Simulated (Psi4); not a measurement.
C5H11BO (SMILES C=CB(C)OCC), singlet, at a GFN2-xTB geometry, atoms displaced at random by about 0.08 Å a coordinate; Psi4 with HF/STO-3G, gradient.

Psi4 was given this input:
```
memory 2 GB

molecule {
0 1
  B     0.32569778   -0.27916594    0.16617148
  C     0.95159735    0.45786497    1.35877280
  H     1.24420810    0.03139545    2.04710206
  H     0.21861660    1.40942859    1.75805901
  H     1.87367464    1.08381920    1.06382385
  C     1.04058349   -1.67160164   -0.26413772
  C     2.13784869   -2.07431756    0.22225321
  H     0.47165383   -2.23514815   -0.91169378
  H     2.71260143   -3.03035975   -0.08148196
  H     2.66594195   -1.57099424    0.83054341
  O    -1.02837892   -0.15004570   -0.30795084
  C    -1.79631200    0.84619604   -0.24476549
  C    -1.24350432    2.13367435   -1.15627493
  H    -2.78594759    0.68503977   -0.47565358
  H    -1.96297027    1.32358142    0.81585822
  H    -1.25335047    1.91408114   -2.09664707
  H    -2.10123290    3.01029801   -0.87956320
  H    -0.43092023    2.36034506   -0.65282465
symmetry c1
no_reorient
no_com
}

set basis sto-3g

gradient('scf')
print_variables()
```

What the program printed (banner, timings and long lists left out):

```
gradient() will perform analytic gradient computation.

   => Loading Basis Set <=

    Name: STO-3G
    Role: ORBITAL
    Keyword: BASIS

         ---------------------------------------------------------
                                   SCF
               by Justin Turney, Rob Parrish, Andy Simmonett
                          and Daniel G. A. Smith
                              RHF Reference
         ---------------------------------------------------------

  ==> Geometry <==

    Molecular point group: c1
    Full point group: C1

    Geometry (in Angstrom), charge = 0, multiplicity = 1:

       Center              X                  Y                   Z               Mass
    ------------   -----------------  -----------------  -----------------  -----------------
         B            0.325697780000    -0.279165940000     0.166171480000    11.009305360000
         C            0.951597350000     0.457864970000     1.358772800000    12.000000000000
         H            1.244208100000     0.031395450000     2.047102060000     1.007825032230
         H            0.218616600000     1.409428590000     1.758059010000     1.007825032230
         H            1.873674640000     1.083819200000     1.063823850000     1.007825032230
         C            1.040583490000    -1.671601640000    -0.264137720000    12.000000000000
         C            2.137848690000    -2.074317560000     0.222253210000    12.000000000000
         H            0.471653830000    -2.235148150000    -0.911693780000     1.007825032230
         H            2.712601430000    -3.030359750000    -0.081481960000     1.007825032230
         H            2.665941950000    -1.570994240000     0.830543410000     1.007825032230
         O           -1.028378920000    -0.150045700000    -0.307950840000    15.994914619570
         C           -1.796312000000     0.846196040000    -0.244765490000    12.000000000000
         C           -1.243504320000     2.133674350000    -1.156274930000    12.000000000000
         H           -2.785947590000     0.685039770000    -0.475653580000     1.007825032230
         H           -1.962970270000     1.323581420000     0.815858220000     1.007825032230
         H           -1.253350470000     1.914081140000    -2.096647070000     1.007825032230
         H           -2.101232900000     3.010298010000    -0.879563200000     1.007825032230
         H           -0.430920230000     2.360345060000    -0.652824650000     1.007825032230

[...]
  @DF-RHF Final Energy:  -291.44034447048125
    Total Energy =                       -291.4403444704812500
[...]

  Nuclear repulsion =  284.842184021853825

  ==> Basis Set <==

  Basis Set: STO-3G
    Blend: STO-3G
    Number of shells: 32
    Number of basis functions: 46
    Number of Cartesian functions: 46
    Spherical Harmonics?: true
    Max angular momentum: 1

  ==> DFJKGrad: Density-Fitted SCF Gradients <==

    Gradient:                    1
    J tasked:                  Yes
    K tasked:                  Yes
    wK tasked:                  No
    Integrals threads:           1
    Schwarz Cutoff:          1E-12
    Fitting Condition:       1E-10

   => Auxiliary Basis Set <=

  Basis Set: (STO-3G AUX)
    Blend: DEF2-UNIVERSAL-JKFIT
    Number of shells: 241
    Number of basis functions: 725
    Number of Cartesian functions: 847
    Spherical Harmonics?: true
    Max angular momentum: 4

  -Total Gradient:
     Atom            X                  Y                   Z
    ------   -----------------  -----------------  -----------------
       1        0.069718869705     0.062129514798     0.015519024375
       2        0.124949682540    -0.359249766340     0.255537271695
       3       -0.108259295294     0.201515789033    -0.292156325372
       4       -0.056330753928     0.088108219542     0.027284443269
       5        0.037819754742     0.031729882059     0.001022995347
       6        0.069332230413    -0.083194631546    -0.001739841350
       7       -0.023164242538     0.158486079369     0.096643844733
       8        0.021760612182     0.035996770261     0.039476358798
       9        0.039434485618    -0.039377401315    -0.012494343445
      10       -0.090264672992    -0.097046499274    -0.112554183774
      11       -0.197472027186     0.177207402453    -0.001782058408
      12        0.053051219256    -0.260480379272    -0.056072791774
      13        0.222822465111    -0.023761155498    -0.178024096041
      14        0.062383966296     0.029844409852     0.035613460410
      15       -0.022506742128     0.022016048933     0.039351839799
      16       -0.014670151868     0.026181155899     0.142291805148
      17       -0.076588977845     0.067671904659     0.034383894454
      18       -0.112016422085    -0.037777343612    -0.032301297864

  Variable Map:
  ----------------------------------------------------------------------------
[...]
  Array Variable Map:
  ----------------------------------------------------------------------------
[...]
[...]
```
